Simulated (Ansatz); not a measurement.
These are frozen-core CCSD(T)/cc-pVTZ // PBE0-D3(BJ)/def2-TZVP (Ansatz, an electronic-structure program) values and carry that method's errors.

Ansatz 0.2 input:
```yaml
crystal:
  periodic: [false, false, false]
  atoms:
    - { symbol: B, position_ang: [-1.301233, -0.002185, -0.142096] }
    - { symbol: N, position_ang: [0.048174, -0.000083, -0.202579] }
    - { symbol: C, position_ang: [1.287344, 0.002138, -0.258415] }
    - { symbol: H, position_ang: [-1.889264, -0.98557, -0.487297] }
    - { symbol: H, position_ang: [-1.859121, 0.979372, 0.254522] }
    - { symbol: H, position_ang: [1.896962, -0.326573, 0.588071] }
    - { symbol: H, position_ang: [1.817131, 0.332899, -1.156302] }
basis:
  gaussian: { orbitals: cc-pVTZ }
correlation:
  method: ccsd_t
```

Output:

```
Functional definition: HF
834 factors; integrals over basis functions are off by at most 1.0e-3 eV
mean field evaluation 1: about -3245.8691 eV, gradient 2.8e1 eV
mean field evaluation 2: about -3245.8717 eV, gradient 2.8e1 eV
mean field evaluation 4: about -3247.9414 eV, gradient 3.7e0 eV
mean field evaluation 8: about -3247.9856 eV, gradient 4.9e-4 eV
mean field evaluation 16: about -3247.9837 eV, gradient 5.7e-1 eV
mean field -3247.98556653 eV, -119.3612680063 hartree, gradient 2.6e-6 eV, S^2 0.000000; 0 other end points of the search recorded, 0 dependent functions left out
3 core orbitals not correlated
reference -3247.98556653 eV, -119.3612680063 hartree; 8, 8 occupied and 135, 135 virtual orbitals, 834 factors
second order -12.72206575 eV of doubles, -0.00000000 eV of singles
cycle   1  -12.97608132 eV  change   -2.5e-1 eV  update   8.6e-2
cycle   2  -13.37120551 eV  change   -4.0e-1 eV  update   2.8e-2
cycle   3  -13.45575463 eV  change   -8.5e-2 eV  update   1.6e-2
cycle   4  -13.44568790 eV  change    1.0e-2 eV  update   5.1e-3
cycle   5  -13.44790834 eV  change   -2.2e-3 eV  update   2.5e-3
cycle   6  -13.44792444 eV  change   -1.6e-5 eV  update   6.6e-4
cycle   7  -13.44756165 eV  change    3.6e-4 eV  update   2.3e-4
cycle   8  -13.44755397 eV  change    7.7e-6 eV  update   8.1e-5
cycle   9  -13.44754149 eV  change    1.2e-5 eV  update   2.2e-5
cycle  10  -13.44752626 eV  change    1.5e-5 eV  update   7.3e-6
perturbative correction -0.59288516 eV, -0.0217881277 hartree
Total energy: -3262.02597795 eV, -119.8772436089 hartree
```

Cost: very roughly 17 core-seconds.
